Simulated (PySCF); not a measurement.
SMILES I[Si]I (I₂Si) (B3LYP/def2-SVP optimised geometry):

```
3

Si    -0.942    -1.217     0.000
I     -1.571     1.217     0.000
I      1.571    -1.217     0.000
```

Method: B3LYP/def2-TZVP, def2 effective core potentials past Kr (PySCF).

What are the frontier orbital energies and the dipole moment?

HOMO-2 -7.68 eV, HOMO-1 -7.33 eV, HOMO -6.97 eV, LUMO -3.47 eV, LUMO+1 -1.53 eV; dipole moment 0.88 D.

On the same geometry PBE/def2-TZVP, def2 effective core potentials past Kr (PySCF 2.14.0) gives HOMO-2 -6.90 eV, HOMO-1 -6.51 eV, HOMO -6.20 eV, LUMO -4.00 eV, LUMO+1 -2.08 eV; dipole moment 0.61 D.
